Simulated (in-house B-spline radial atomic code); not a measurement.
RPA and G0W0 on PBEsol: Sn V (Sn4+)

Configuration [Kr] 4d10, mean-field start PBEsol. Computed with a B-spline radial code for spherical atoms: all electrons, non-relativistic, point nucleus, each spin shell either full or empty, empty states to l = 9 with an (l + 1/2)⁻⁴ tail; G0W0 by contour deformation at full frequency.

Without relativity these are model numbers: it shifts the levels of so heavy an element strongly and can reorder them.

Command:
```bash
python run_gw.py task.json out
```
Settings (radii: box in bohr, nucleus in fm):
```
Z                        50
electrons                46
configuration            [Kr] 4d10
hamiltonian              nr
method                   pbesol
lmax                     9
spin_polarised           False
box_radius               11.96
intervals                52
```

Time taken, with all properties: 2 s on 1 thread of AMD EPYC 7R43 64-Core Processor, with other jobs on the host.

Energies (hartree):

```
                                     term        value
                         mean-field total  -6018.96744
Hartree-Fock functional on these orbitals  -6019.74552
                      direct second order      -4.0437
                    second-order exchange       1.1135
                         SOSEX correction       1.0414
```

(1) What is the RPA correlation energy, and what remains with SOSEX?

Quasi-particle levels (eV):

```csv
level,occupied,mean field,Σx - vxc,Σc,QP weight,G0W0
4d,yes,-68.40,-10.04,?,?,?
5s,no,-44.41,6.94,-2.03,0.977,-39.50
```

G0W0 = mean field + (Σx - vxc) + Σc, with Σc (partial-wave tail included) taken at the quasi-particle energy. Only the outer levels were computed. Levels of low weight are left out.

(2) Where does G0W0 put 4d?

Answers

(1) RPA gives -3.5778 hartree (-2.12 eV per electron); RPA + SOSEX gives -2.5364, and the second-order doubles -2.9302 hartree (no singles). SOSEX takes back 29 % of the RPA value.

(2) At -78.08 eV, with Σc = 0.37 eV and a quasi-particle weight of 0.946. The tabulated removal energy is 77.03 ± 0.04 eV (NIST, measured); the calculation leaves out relativity, Breit and QED terms, and what these don't explain is the method's own error.
